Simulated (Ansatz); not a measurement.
A nudged elastic band was laid between two geometries of CH3ClZn + H2 (8 atoms, charge 0, multiplicity 1).

Method: Ansatz, RHF/def2-SVP.

- movable images: 5
- climbing image: yes
- spring: 5.0 eV/Å²
- optimiser: quadratic models (default)
- start path: through a guess of the saddle point
- force threshold: 0.05 eV/Å
- iteration limit: 60
- end points: relaxed

Image 0:

```xyz
8
Properties=species:S:1:pos:R:3
Zn -0.460 0.128 -0.121
Cl -0.611 0.170 2.028
C -0.336 0.093 -2.099
H -0.038 -0.896 -2.453
H -1.298 0.340 -2.555
H 0.402 0.816 -2.455
H 3.091 -0.859 1.552
H 2.416 -0.671 1.814
```

Image 6:

```xyz
8
Properties=species:S:1:pos:R:3
Zn 1.316 -0.367 -0.667
Cl -0.266 0.077 2.231
C -0.109 0.030 -2.009
H -0.286 -0.823 -2.670
H -1.058 0.271 -1.521
H 0.161 0.882 -2.641
H 2.529 -0.705 0.300
H 0.878 -0.243 2.689
```

Q: What changes between the two ends?

A: Bonds broken: Zn1–Cl2, H7–H8. Bonds formed: Zn1–H7, Cl2–H8. CH3ClZn + H2 becomes CH4Zn + ClH.

Q: Give the energies along the band, and the barrier.

A: The forces met the threshold. The highest image is number 4 of 0 to 6, 1.98 eV above the first end and 0.70 eV above the last; the last end lies 1.28 eV above the first. Neighbouring images differ by up to 1.3 eV, so the band resolves the path poorly. A vibrational analysis at the climbing image gives one clearly imaginary mode, 1433i cm⁻¹: a first-order saddle point. The orbitals stay closed-shell, which can raise the energy where a bond breaks towards radicals; this wasn't checked here.

```tsv
image	path coordinate (Å)	energy (eV)	Zn1–Cl2 (Å)	H7–H8 (Å)	Zn1–H7 (Å)
0	0.00	0.00	2.15	0.75	4.05
1	0.72	0.00	2.16	0.75	3.55
2	1.45	0.11	2.17	0.75	2.77
3	2.17	0.63	2.25	0.76	2.15
4	2.89	1.98	2.58	1.11	1.73
5	3.75	1.35	3.22	1.97	1.59
6	4.62	1.28	3.33	2.94	1.59
```

Q: What is the geometry of the highest image?

A: 
```xyz
8
Properties=species:S:1:pos:R:3:forces:R:3
Zn 0.757 -0.209 -0.186 0.03 -0.01 0.01
Cl -0.068 0.013 2.252 -0.02 0.00 0.00
C -0.094 0.026 -1.970 0.01 0.00 0.00
H -0.038 -0.899 -2.549 0.00 0.01 0.00
H -1.146 0.302 -1.869 -0.01 0.00 0.01
H 0.412 0.810 -2.539 -0.01 -0.01 0.00
H 2.057 -0.566 0.902 -0.03 0.01 0.02
H 1.286 -0.356 1.673 0.02 -0.01 -0.04
```

Time of the run: 120 s on 1 thread of Arm Neoverse V1, with other jobs on the host, peak memory 0.18 GiB.
